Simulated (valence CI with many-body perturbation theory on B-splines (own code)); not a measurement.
**Energy levels of Eu³⁰⁺**

Calculated by relativistic CI+MBPT: five valence electrons over a frozen Dirac-Fock core [Ar] 3d10, a basis of 11 s, 11 p, 10 d, 8 f, 5 g, 2 h functions for each j, with the one-electron correlation potential Σ1 (screened to all orders), the two-electron term Σ2, the three-electron term Σ3, Breit, model QED; selected single and double excitations, second order for the rest, scaled by the run's own slope (own B-spline code, finite nucleus).

The last digits are not significant, and no measured levels were compared; by estimate large intervals hold to a few tenths of a per cent, small ones and those within an open d or f shell to about a per cent. Among the levels kept, up to 2000 cm⁻¹ of a level comes from second order outside the variational space, and about a tenth of that is noise between levels of different J, which matters for small intervals.

Levels 46 to 90 of 169, with energies above the lowest level, (4s^2 4p1/2^2 4p3/2) J=3/2. "Leading %" is the weight of the configuration and term that name the level; weights of strongly mixed levels are sums over their largest components and can fall short. In the jj column 3d3/2^4 stands for four electrons in 3d with j = 3/2.

| No. | Configuration | Term | J | E (cm⁻¹) | Leading % | Leading jj | Second component |
| --- | --- | --- | --- | --- | --- | --- | --- |
| 46 | 4p5 | 2P° | 3/2 | 1812600 | 48 | 4p1/2^2 4p3/2^3 (48 %) | 18 % 4s 4p3 4d 2P° |
| 47 | 4s 4p3 4d | 6D° | 9/2 | 1823300 | 48 | 4s 4p1/2^2 4p3/2 4d5/2 (89 %) | 37 % 4s 4p3 4d 4F° |
| 48 | 4s 4p3 4d | 4F° | 3/2 | 1837200 | 25 | 4s 4p1/2^2 4p3/2 4d5/2 (48 %) | 18 % 4s 4p3 4d 4D° |
| 49 | 4s 4p3 4d | 4D° | 5/2 | 1871800 | 24 | 4s 4p1/2^2 4p3/2 4d5/2 (46 %) | 18 % 4s 4p3 4d 4G° |
| 50 | 4s 4p3 4d | 2D° | 5/2 | 1877100 | 26 | 4s 4p1/2^2 4p3/2 4d3/2 (48 %) | 17 % 4s 4p3 4d 4G° |
| 51 | 4s 4p3 4d | 4D° | 1/2 | 1900200 | 54 | 4s 4p1/2^2 4p3/2 4d3/2 (85 %) | 17 % 4s 4p3 4d 2P° |
| 52 | 4s 4p3 4d | 4D° | 7/2 | 1918200 | 24 | 4s 4p1/2^2 4p3/2 4d5/2 (57 %) | 20 % 4s 4p3 4d 2F° |
| 53 | 4s 4p3 4d | 2F° | 7/2 | 1951000 | 28 | 4s 4p1/2^2 4p3/2 4d5/2 (84 %) | 19 % 4s 4p3 4d 2G° |
| 54 | 4s 4p3 4d | 4D° | 1/2 | 1978500 | 56 | 4s 4p1/2^2 4p3/2 4d5/2 (74 %) | 26 % 4s 4p3 4d 2P° |
| 55 | 4s 4p3 4d | 4F° | 5/2 | 1994600 | 26 | 4s 4p1/2^2 4p3/2 4d5/2 (66 %) | 10 % 4s 4p3 4d 2F° |
| 56 | 4s 4p3 4d | 4D° | 3/2 | 1995200 | 41 | 4s 4p1/2 4p3/2^2 4d3/2 (38 %) | 20 % 4s 4p3 4d 2D° |
| 57 | 4s 4p3 4d | 4D° | 3/2 | 1999400 | 35 | 4s 4p1/2^2 4p3/2 4d5/2 (81 %) | 16 % 4s 4p3 4d 4P° |
| 58 | 4s 4p3 4d | 6D° | 1/2 | 2031000 | 33 | 4s 4p1/2 4p3/2^2 4d3/2 (79 %) | 22 % 4s 4p3 4d 4D° |
| 59 | 4s 4p3 4d | 4F° | 5/2 | 2034800 | 26 | 4s 4p1/2 4p3/2^2 4d3/2 (77 %) | 22 % 4s 4p3 4d 6D° |
| 60 | 4s 4p3 4d | 6D° | 3/2 | 2041500 | 25 | 4s 4p1/2 4p3/2^2 4d3/2 (55 %) | 19 % 4s 4p3 4d 4D° |
| 61 | 4s 4p3 4d | 4F° | 7/2 | 2053200 | 46 | 4s 4p1/2 4p3/2^2 4d3/2 (67 %) | 20 % 4s 4p3 4d 6D° |
| 62 | 4s 4p3 4d | 4G° | 9/2 | 2088400 | 62 | 4s 4p1/2 4p3/2^2 4d3/2 (45 %) | 19 % 4s 4p3 4d 6D° |
| 63 | 4s2 4p 4d2 | 4G° | 5/2 | 2089500 | 18 | 4s^2 4p1/2^2 4f5/2 (44 %) | 13 % 4s2 4p2 4f 4G° |
| 64 | 4s 4p3 4d | 4D° | 7/2 | 2091000 | 59 | 4s 4p1/2 4p3/2^2 4d5/2 (71 %) | 13 % 4s 4p3 4d 6D° |
| 65 | 4p5 | 2P° | 1/2 | 2099800 | 47 | 4p1/2 4p3/2^4 (47 %) | 36 % 4s 4p3 4d 2P° |
| 66 | 4s 4p3 4d | 4F° | 9/2 | 2105400 | 53 | 4s 4p1/2 4p3/2^2 4d5/2 (61 %) | 21 % 4s 4p3 4d 2G° |
| 67 | 4s2 4p2 4f | 2F° | 7/2 | 2128700 | 20 | 4s^2 4p1/2^2 4f7/2 (74 %) | 17 % 4s2 4p2 4f 2G° |
| 68 | 4s 4p3 4d | 4D° | 1/2 | 2134000 | 54 | 4s 4p1/2 4p3/2^2 4d3/2 (47 %) | 8 % 4s 4p3 4d 2S° |
| 69 | 4s 4p3 4d | 4F° | 3/2 | 2144600 | 46 | 4s 4p1/2 4p3/2^2 4d3/2 (78 %) | 18 % 4s 4p3 4d 2D° |
| 70 | 4s 4p3 4d | 2G° | 9/2 | 2152100 | 48 | 4s 4p1/2 4p3/2^2 4d5/2 (72 %) | 35 % 4s 4p3 4d 4F° |
| 71 | 4s 4p3 4d | 4P° | 5/2 | 2155600 | 45 | 4s 4p1/2 4p3/2^2 4d3/2 (62 %) | 14 % 4s 4p3 4d 4D° |
| 72 | 4s 4p3 4d | 4G° | 11/2 | 2156100 | 95 | 4s 4p1/2 4p3/2^2 4d5/2 (95 %) |  |
| 73 | 4s 4p3 4d | 2G° | 7/2 | 2160700 | 29 | 4s 4p1/2 4p3/2^2 4d3/2 (57 %) | 16 % 4s 4p3 4d 4D° |
| 74 | 4s2 4p2 4f | 4G° | 5/2 | 2165300 | 19 | 4s 4p1/2 4p3/2^2 4d3/2 (43 %) | 14 % 4s 4p3 4d 4F° |
| 75 | 4s 4p3 4d | 4S° | 3/2 | 2168000 | 23 | 4s 4p1/2 4p3/2^2 4d3/2 (74 %) | 22 % 4s 4p3 4d 4F° |
| 76 | 4s 4p3 4d | 2D° | 3/2 | 2181600 | 24 | 4s 4p1/2 4p3/2^2 4d3/2 (73 %) | 17 % 4s 4p3 4d 4F° |
| 77 | 4s 4p3 4d | 4F° | 5/2 | 2188900 | 22 | 4s 4p1/2 4p3/2^2 4d3/2 (53 %) | 12 % 4s 4p3 4d 2F° |
| 78 | 4s 4p3 4d | 2G° | 7/2 | 2191500 | 28 | 4s 4p1/2 4p3/2^2 4d3/2 (71 %) | 21 % 4s 4p3 4d 4D° |
| 79 | 4s 4p3 4d | 4P° | 1/2 | 2197400 | 43 | 4s 4p1/2 4p3/2^2 4d5/2 (83 %) | 37 % 4s 4p3 4d 2S° |
| 80 | 4s 4p3 4d | 4D° | 5/2 | 2206400 | 34 | 4s 4p1/2 4p3/2^2 4d5/2 (41 %) | 11 % 4s 4p3 4d 4G° |
| 81 | 4s 4p3 4d | 4P° | 3/2 | 2219700 | 32 | 4s 4p1/2 4p3/2^2 4d5/2 (62 %) | 28 % 4s 4p3 4d 4D° |
| 82 | 4s 4p3 4d | 4P° | 5/2 | 2221500 | 23 | 4s 4p1/2 4p3/2^2 4d5/2 (56 %) | 18 % 4s2 4p 4d2 4G° |
| 83 | 4s 4p3 4d | 2F° | 7/2 | 2225500 | 30 | 4s^2 4p1/2 4d3/2 4d5/2 (43 %) | 23 % 4s2 4p 4d2 4G° |
| 84 | 4s 4p3 4d | 2G° | 9/2 | 2225900 | 30 | 4s 4p1/2 4p3/2^2 4d5/2 (47 %) | 16 % 4s2 4p 4d2 2G° |
| 85 | 4s 4p3 4d | 4D° | 7/2 | 2241800 | 33 | 4s 4p1/2 4p3/2^2 4d5/2 (82 %) | 21 % 4s 4p3 4d 2G° |
| 86 | 4s 4p3 4d | 4S° | 3/2 | 2242600 | 22 | 4s 4p1/2 4p3/2^2 4d5/2 (44 %) | 11 % 4s 4p3 4d 2P° |
| 87 | 4s 4p3 4d | 4P° | 5/2 | 2243100 | 14 | 4s 4p1/2 4p3/2^2 4d5/2 (58 %) | 13 % 4s2 4p 4d2 4G° |
| 88 | 4s 4p3 4d | 2P° | 1/2 | 2245800 | 30 | 4s 4p1/2 4p3/2^2 4d3/2 (63 %) | 12 % 4s2 4p 4d2 4D° |
| 89 | 4s 4p3 4d | 4D° | 5/2 | 2254700 | 21 | 4s 4p1/2 4p3/2^2 4d5/2 (59 %) | 11 % 4s 4p3 4d 2D° |
| 90 | 4s 4p3 4d | 2P° | 3/2 | 2255200 | 20 | 4s 4p1/2 4p3/2^2 4d5/2 (31 %) | 12 % 4s2 4p 4d2 2D° |

Where two levels of one J and parity lie close, their mixing, g and order are uncertain.
